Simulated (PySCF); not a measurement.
Symmetry of computed structures. Computed with PBE0-D3(BJ)/def2-SVP geometry optimisation, gas phase (PySCF 2.14.0). The symmetry is that of the one conformer found, every atom within 0.08 Å of its image; none is proved a minimum here. The geometries of the anions come from a basis without diffuse functions.

**Question.** `NC=S` (thioformamide): symmetry, top, dipole?

**Answer.** Cs; near-prolate asymmetric top; symmetry number 1; 2 operations, which sort the 6 atoms into 6 sets; dipole 4.39 D; A, B, C = 62452, 6093, 5551 MHz.

**Question.** Point group, rotor type and polarity of `[CH3:1][O:2][c:3]1[cH:4][cH:5][c:6]([Cl:7])[cH:8][cH:9]1` with C1–O2–C3–C4 180°, H–C1–O2–C3 -61° (nearest H)?

**Answer.** Cs; near-prolate asymmetric top; symmetry number 1; 2 operations, which sort the 16 atoms into 15 sets; dipole 2.65 D, in the ab plane, which is the mirror; A, B, C = 4869, 687.2, 604.6 MHz; heavy atoms equivalent by symmetry: none.

**Question.** What symmetry has `[CH2:1]=[CH:2][CH:3]([CH:4]=[CH2:5])/[CH:6]=[CH:7]/[C:8]([F:9])([F:10])[F:11]` with C1–C2–C3–C4 -119°, C2–C3–C4–C5 122°, C2–C3–C6–C7 129°?

**Answer.** C1; asymmetric top; symmetry number 1; this conformer is chiral (no improper operation); dipole 2.74 D.

**Question.** Point group, rotor type and polarity of [Cu(vinyl)2]-, `C=[CH][Cu-][CH]=C`?

**Answer.** C2; near-prolate asymmetric top; symmetry number 2; 2 operations, which sort the 11 atoms into 6 sets; this conformer is chiral (no improper operation); dipole about the centre of mass 0.28 D, along c, the twofold axis; A, B, C = 25075, 1419, 1398 MHz.
